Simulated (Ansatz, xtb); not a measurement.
Spectroscopic constants of PSe, multiplicity 2 (lowest of 2S+1 = 2, 4 at CCSD(T)/def2-TZVPP on PBE0 minima; our sources give no spin for the ground state, which may be another). No spin–orbit coupling. Se is treated without relativity. The T1 diagnostic near the minimum is 0.052, so single-reference values are doubtful.

The constants come from a fifth-degree fit in 1/R (seven points, main isotopes). In def2 and cc sets the state is the lowest found near the PBE0 minimum, followed along R.

The values were computed with Ansatz (a program for electronic structure) with Gaussian orbitals; xtb for the GFN methods. Each number belongs to the level named beside it. The GFN methods have no spin term and hold the electronic entropy of 300 K.

```
level              r_e (Å)  ω_e (cm⁻¹)  α_e (cm⁻¹)  B_e (cm⁻¹)  dipole (D)
-----------------  -------  ----------  ----------  ----------  ----------
GFN1-xTB             2.027         637     0.00090       0.184           -
GFN2-xTB             2.046         589      0.0010       0.180           -
SVWN5/def2-TZVPP     2.035         572     0.00073       0.182        0.15
PBE/def2-TZVPP       2.056         556     0.00073       0.179        0.15
r2SCAN/def2-TZVPP    2.038         579     0.00072       0.182        0.22
B3LYP/def2-TZVPP     2.045         570     0.00072       0.181        0.31
```
